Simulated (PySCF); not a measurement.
## Which element holds H most strongly?

PBE0 in PySCF with def2-TZVP on every atom (core potentials on In, Sb), for the lowest determinant that a PBE0 search found; no spin–orbit coupling. D0 is De less the harmonic zero-point energy.

```csv
M,state (unpaired electrons),Re (Å),ωe (cm⁻¹),D0(MH) (eV)
B,singlet (closed shell),1.241,2329,3.34
In,singlet (closed shell),1.850,1463,2.53
C,doublet (π ↑),1.126,2846,3.40
Sb,triplet (π ↑↑),1.716,1939,2.46
Si,doublet (π ↑),1.532,2025,2.97
Al,singlet (closed shell),1.665,1649,2.89
P,triplet (π ↑↑),1.428,2374,3.06
```

**Question.** Order the elements by D0 and give the energy of SiH + Al → AlH + Si.

**Answer.** C > B > P > Si > Al > In > Sb; ΔE = 2.97 − 2.89 = +0.08 eV at PBE0/def2-TZVP. Close neighbours can swap at other levels.

Spin–orbit coupling is left out, which matters for elements this heavy, above all for dissociation energies. States were picked by a PBE0 search and need not be the measured ground states.
